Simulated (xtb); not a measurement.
diethyl sulfide (C4H10S), SMILES CCSCC. All values are semi-empirical tight-binding results from xtb (GFN2-xTB unless named), good for trends rather than for accurate numbers. Coordinates come from a GFN2-xTB optimisation. Other conformers were not sampled.

```json
{
 "orbital_gap": "4.28 eV",
 "zero_point_energy": "82.0 kcal/mol",
 "G − E(el) at 298.15 K (modified RRHO)": "62.1 kcal/mol",
 "static polarisability (D4 model)": "71.4 bohr³",
 "solvation energy, GFN2-xTB/ALPB(water)": "-0.4 kcal/mol",
 "solvation energy, GFN2-xTB/ALPB(ch2cl2)": "-5.7 kcal/mol"
}
```
